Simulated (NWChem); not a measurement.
System: CdHSCl; SMILES [Cl][Cd][SH]

```xyz
4

Cd     0.0121    -0.0112     0.0000
Cl     0.0013    -2.2987     0.0000
S      0.0438     2.3248     0.0000
H     -1.3055     2.4194     0.0000
```
Atoms are numbered in this order, from 1.

All runs: NWChem. Geometry: optimised at PBE0/def2-SVP. def2 effective core potentials on Cd; no spin-orbit coupling. Ions are spin-unrestricted doublets at the neutral geometry; other ion states weren't tried.

Question: Order these by “−ε(HOMO) (eV)”, lowest first: r2SCAN/def2-SVP; BHandHLYP/def2-SVP; PBE/def2-SVP; B3LYP/def2-SVP.

Answer: PBE/def2-SVP (6.18), r2SCAN/def2-SVP (6.50), B3LYP/def2-SVP (7.12), BHandHLYP/def2-SVP (8.43)
